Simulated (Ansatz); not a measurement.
ScBr3, relaxed as a singlet with RKS PBE0-D4/def2-SVP in Ansatz, starting from the GFN2-xTB geometry. Force threshold 0.02 eV/Å.

The relaxation made no stability test and no search for a lower SCF solution.

Start:

Cartesian coordinates in Å:
```
Sc 0.0015 0.0037 -0.0015
Br -2.3078 -0.8758 -0.1570
Br 1.1831 -0.0341 2.1744
Br 1.1232 0.9062 -2.0158
```

```csv
step,energy (eV),largest force component (eV/Å),SCF passes
1,-230788.1504,0.765,14
2,-230788.1744,0.724,19
3,-230788.2248,0.051,20
4,-230788.2251,0.001,14
```

Force components are those of the run's own axes.

End:

```tsv
atom	x (Å)	y (Å)	z (Å)
Sc1	0.000	0.001	0.000
Br2	-2.252	-0.853	-0.156
Br3	1.157	-0.031	2.118
Br4	1.095	0.883	-1.961
```

By distances, no bond broke or formed. The bond that changes most is Sc1–Br3, from 2.48 to 2.41 Å (atoms count from 1).

No frequencies were taken in this run, so the end may be a saddle point.

It took 16 s on 4 threads of AMD EPYC 7R43 on a shared host.
